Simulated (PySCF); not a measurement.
An unknown is described by computed data only.

Elements present: C, F, H, O and Si. Monoisotopic mass: 146.0019 u.

| Property | Result |
| --- | --- |
| NMR, other nuclei | isotropic shieldings of nuclei other than C and H, by class: 299 (1 O), 364 (1 F), 349 (1 Si), 350 (1 Si) ppm [GIAO PBE0/pcSseg-1] |
| Rotational structure | rotational constants A, B, C: 2.472, 1.122, 0.979 GHz [GFN2-xTB] |
| Dipole | 1.83 D [PBE0/pcSseg-1] |
| 13C NMR | chemical shifts (computed TMS as zero) by class: 90.4 (1 C), 87.9 (1 C), 87.1 (1 C), 31.3 (1 C) ppm [GIAO PBE0/pcSseg-1] |
| 1H NMR | chemical shifts (computed TMS as zero) by class: 5.32 (1 H), 5.29 (1 H), 5.18 (1 H), 5.05 (1 H), 2.57 (1 H), 1.97 (1 H), 1.52 (1 H) ppm [GIAO PBE0/pcSseg-1] |

Electronic properties: PySCF, gas phase, density fitting. Levels stand in brackets. Isolated species at its GFN2-xTB geometry (one conformer only). NMR values are class means; diastereotopic atoms form classes of their own.

Problem. Which formula fits the mass and the elements?

Solution. C4H7FOSi2 (calculated 146.0019). No other formula that holds each of these elements comes within 0.0003 u with a fitting electron parity and a possible valence count.

Problem. Give a SMILES that accounts for the data.

Solution. Numbering: `[CH:1]#[C:2][C@@:3]1([F:4])[CH2:5][SiH2:6][O:7][SiH2:8]1`. Its formula, C4H7FOSi2, gives 3 degrees of unsaturation: 1 ring and 2 π bonds in the structure found. 4 carbons fall into 4 classes; from least to most shielded: sp3 C–F carbon [C3] (90.4 ppm), terminal alkyne carbon [C1] (87.9 ppm), alkyne carbon [C2] (87.1 ppm), ring sp3 carbon bound to silicon [C5] (31.3 ppm). Hydrogen classes from least to most shielded: 1 H on an oxygen-bound silicon, Si6 (5.32 ppm), 1 H on an oxygen-bound silicon, Si6 (5.29 ppm), 1 H on an oxygen-bound silicon, Si8 (5.18 ppm), 1 H on an oxygen-bound silicon, Si8 (5.05 ppm), 1 H on a terminal alkyne carbon, C1 (2.57 ppm), 1 H on an sp3 carbon bound to silicon, C5 (1.97 ppm), 1 H on an sp3 carbon bound to silicon, C5 (1.52 ppm). The other shieldings belong to: 299 ppm, siloxane oxygen [O7]; 364 ppm, alkyl fluorine [F4]; 349 ppm, oxygen-bound silicon [Si6]; 350 ppm, oxygen-bound silicon [Si8]. The optimised geometry has point group C1 and is an asymmetric top. Structure: `C#C[C@@]1(F)C[SiH2]O[SiH2]1`. The assignments are read from this structure; whether some other isomer fits the data as well wasn't checked. The mirror image fits equally.
